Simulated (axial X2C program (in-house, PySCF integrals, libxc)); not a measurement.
**Potential curves of NaZn⁺, two-component**

Computed with an in-house all-electron X2C program for linear molecules (integrals from PySCF). Two-component (2c) means X2C with spin–orbit coupling and atomic mean-field two-electron Coulomb and Gaunt terms. Basis: Zn dyall-v3z [9s10p6d3f2g], Na dyall-v3z [9s8p4d2f] (cores contracted in-house); Gaussian nuclei, density fitting, unrestricted open shells. Masses: Zn 63.929 u, Na 22.990 u.

State: Ω = 0 (closed shell). Energies in eV from the fragments at the same level (Zn + Na+). Fits are polynomials in 1 − R0/R over 0.85 to 1.23 times the lowest point R0.

| R (Å) | PBE0 |
| --- | --- |
| 2.6213 | -0.3275 |
| 2.7418 | -0.3958 |
| 2.8322 | -0.4246 |
| 2.9226 | -0.4389 |
| 3.0130 | -0.4426 |
| 3.1185 | -0.4361 |
| 3.2239 | -0.4219 |
| 3.3595 | -0.3963 |
| 3.5252 | -0.3585 |
| 3.7662 | -0.3004 |

One determinant describes the state; a PBE0 search over occupations chose it and may have missed a lower one. De is counted from the lowest determinant-based energies of the atoms at the same level, without counterpoise correction.

(1) What are Re, ωe and De at the PBE0 level?

## Answers

(1) At PBE0, 2c: Re = 3.001 Å, ωe ≈ 130 cm⁻¹, De = 0.44 eV to Zn + Na+; Be follows as 0.111 cm⁻¹.
